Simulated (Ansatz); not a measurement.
`C=C(F)C[SiH3]` + `F[Si](F)(S)Cl` → `F[Si](F)([SiH3])Cl` + `C=C(F)CS`  (formal exchange of groups at the Si–C bond)

Isolated molecules relaxed with PBE0-D4/def2-TZVP in Ansatz; ΔE leaves out vibrations. CCSD(T)/CBS adds triple-zeta CCSD(T) − MP2 to the extrapolated MP2 energy (def2 sets, frozen cores). DFT in def2-TZVPP. Each species was taken in one conformer, which may not be the lowest.

`C=C(F)C[SiH3]`:

```xyz
12

C     0.789   -1.390   -1.359
C     0.476   -0.963   -0.148
F    -0.018   -1.838    0.751
C     0.559    0.408    0.403
Si   -1.134    1.203    0.694
H     1.190   -0.702   -2.089
H     0.647   -2.427   -1.635
H     1.122    1.045   -0.282
H     1.096    0.388    1.358
H    -1.942    0.398    1.643
H    -0.929    2.562    1.261
H    -1.857    1.315   -0.599
```

`F[Si](F)(S)Cl`:

Z-matrix (Å, degrees):
```
Si
F 1 1.575
S 1 2.095 2 106.6
F 1 1.577 2 107.6 3 120.6
Cl 1 2.020 2 109.4 3 -123.8
H 3 1.345 1 92.5 2 -175.9
```

`F[Si](F)([SiH3])Cl`:

Cartesian coordinates in Å:
```
F -0.217 -2.245 -0.021
Si -0.728 -0.778 0.292
F -1.073 -0.745 1.839
Si 0.878 0.819 -0.257
Cl -2.462 -0.496 -0.733
H 1.153 0.721 -1.712
H 2.117 0.564 0.520
H 0.332 2.160 0.071
```

`C=C(F)CS`:

Z-matrix (Å, degrees):
```
C
S 1 1.819
C 1 1.481 2 113.4
H 1 1.089 2 105.7 3 120.2
H 1 1.092 2 109.2 3 -123.6
H 2 1.342 1 96.2 3 63.2
F 3 1.345 1 112.0 2 -66.4
C 3 1.320 1 128.0 2 114.1
H 8 1.082 3 121.0 1 179.7
H 8 1.081 3 119.9 1 -0.6
```

```json
{"level": "r2SCAN-D4", "ΔE (kJ/mol)": "112.2"}
{"level": "ωB97M-V", "ΔE (kJ/mol)": "115.4"}
{"level": "HF/def2-TZVPP", "ΔE (kJ/mol)": "113.1"}
{"level": "MP2/def2-TZVPP", "ΔE (kJ/mol)": "120.1"}
{"level": "SCS-MP2/def2-TZVPP", "ΔE (kJ/mol)": "114.9"}
{"level": "CCSD(T)/def2-TZVPP", "ΔE (kJ/mol)": "110.5"}
{"level": "MP2/def2-QZVPP", "ΔE (kJ/mol)": "120.3"}
{"level": "HF/CBS(def2)", "ΔE (kJ/mol)": "113.2"}
```

Problem. What does CCSD(T)/CBS give? (Best estimate.)

Solution. The calculation gave: +110.8 kJ/mol. The listed levels differ from it by 1.4, 4.6, 2.3, 9.3, 4.1, -0.3, 9.5, 2.4 kJ/mol.

Largest T1 diagnostic among the species: 0.012.

From PBE to PBE0 (25 % exact exchange), in def2-TZVPP and without D4, ΔE moves by +7.1 kJ/mol.
